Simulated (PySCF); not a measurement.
**Radial density of Pr³⁺ (praseodymium, charge +3)**

M06-2X, [Xe] 4f2, one real determinant. All numbers are calculated (PySCF 2.14, the spin-free X2C one-electron Hamiltonian (Gaussian nucleus), in ANO-RCC-VTZP).

```
r (bohr)  4πr²ρ (e/bohr)  4πr²(ρα − ρβ)
  0.0204           75.91         0.0007
  0.0343           68.08         0.0019
  0.0577           93.71         0.0029
  0.0970           91.85         0.0035
   0.163           79.52         0.0588
   0.274           70.33         0.4316
   0.461           33.57         1.5275
   0.776           27.58         1.9756
    1.31           9.411         0.9380
    2.20           2.826         0.1154
    3.69         0.06666        -0.0001
    6.21       0.0002151         0.0002
    10.5       3.436e-05         0.0000
```

Densities and radii are taken from the X2C orbitals without a picture-change correction, which distorts them close to the nucleus.

⟨L²⟩ = 24.01 against 30 for a pure H term, so this real determinant mixes terms. Spin-orbit coupling, absent here, splits the open shell strongly.
